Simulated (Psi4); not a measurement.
The Psi4 input:
```
memory 2 GB

molecule mol {
0 1
  C     0.000000    0.000000    0.000000
  H     0.636597    0.627096    0.610389
  H    -0.628026   -0.606917    0.638995
  H     0.612857   -0.642402   -0.618713
  H    -0.621428    0.622223   -0.630670
}

set basis 6-31g*
set reference rks

energy('r2scan')
print_variables()
```

Task: What dipole moment does R2SCAN/6-31G* (Psi4 1.11) give?

Result: 0.00 D

Task: What total energy does R2SCAN/6-31G* give?

Result: -40.4789 Eh

Task: Give the nuclear repulsion energy at the level R2SCAN/6-31G*.

Result: 13.5327 Eh

Task: Estimate the number of basis functions that R2SCAN/6-31G* returns for this input.

Result: 23
